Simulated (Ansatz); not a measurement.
System: C$_{2}$H$_{6}$BO (charge 0, doublet). SMILES: CB(C)[O]
Geometry: optimised at B3LYP-D3(BJ)/def2-TZVP (Ansatz, a first-principles code).

Wanted: atomisation energy, in kcal/mol. Set-up: atomisation electronic, to ground-state atoms; non-relativistic; frozen cores in correlated levels; dispersion terms only where a functional's name holds one; open shells spin-unrestricted; no spin-orbit coupling; LANL2DZ all-electron up to Ne. CBS(X,Y): correlation extrapolated as X^-3; Hartree-Fock from the larger set. Ab initio and DFT rows: single points at B3LYP-D3(BJ) geometries (Ansatz).

| species | coefficient | E at B3LYP/LANL2DZ (Ansatz), Eh | E at PBE/def2-TZVPD (Ansatz), Eh |
|---|---|---|---|
| CB(C)[O] | -1 | -179.89586 | -179.73854 |
| B atom | +1 | -24.65980 | -24.61015 |
| C atom | +2 | -37.85342 | -37.79605 |
| H atom | +6 | -0.49891 | -0.49962 |
| O atom | +1 | -75.08172 | -75.01069 |

Coupled cluster (Ansatz) is a level with limits of its own, used here on species with T1 under 0.025 (0.045 for open shells) and stable references: CCSD(T)/CBS(aug-cc-pVTZ,aug-cc-pVQZ). Value to compare with, CCSD(T)/CBS(aug-cc-pVTZ,aug-cc-pVQZ) (Ansatz): 933.8 kcal/mol. 1 Eh = 627.5095 kcal/mol.

### Question
Compute it at each level from the table, and compare with CCSD(T)/CBS(aug-cc-pVTZ,aug-cc-pVQZ) (Ansatz).

### Answer

- B3LYP/LANL2DZ: the sum of coefficient times E is 1.45404 Eh, or 912.42 kcal/mol. Result: 912.4 kcal/mol. Its difference against CCSD(T)/CBS(aug-cc-pVTZ,aug-cc-pVQZ) (Ansatz) is -21.4 kcal/mol.
- PBE/def2-TZVPD: the sum of coefficient times E is 1.52788 Eh, or 958.76 kcal/mol. Result: 958.8 kcal/mol. Its difference against CCSD(T)/CBS(aug-cc-pVTZ,aug-cc-pVQZ) (Ansatz) is 25.0 kcal/mol.
